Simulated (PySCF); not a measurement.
```xyz
3
charge 1 multiplicity 1, angstrom
Lu   -0.0128    0.0000    0.0000
H     1.1135    1.4634    0.0000
H     1.1135   -1.4634    0.0000
```

Method: PySCF, PBE0, basis Lu def2-TZVP with ECP28, H def2-TZVP (scalar-relativistic core potentials, no spin–orbit coupling, density fitting).

This geometry of LuH₂⁺ is a stationary point at this level.

Q: What is the point group?

A: C2v.

Q: Is it a minimum?

A: Yes: all harmonic wavenumbers are real.

Q: List the harmonic modes with their infrared intensities.

A: 
```
symmetry  ω (cm⁻¹)  IR (km/mol)     type
      a1       596         44.8     bend
      b2      1695          196  stretch
      a1      1722         48.2  stretch
```

Q: Give the atomic charges and bond orders.

A: 
```json
{"atom": "Lu1", "Mulliken": "1.11", "Löwdin": "1.23", "polar tensor": "1.66", "Mayer order to Lu1": "–"}
{"atom": "H2,3", "Mulliken": "-0.06", "Löwdin": "-0.11", "polar tensor": "-0.33", "Mayer order to Lu1": "0.99"}
```

In C2v the vibrations span 2a1 + b2. Here b1 is antisymmetric to the molecular plane and b2 lies in it.

Stability towards spin polarisation was not tested. Only a few start shapes were tried, so a lower isomer may exist.
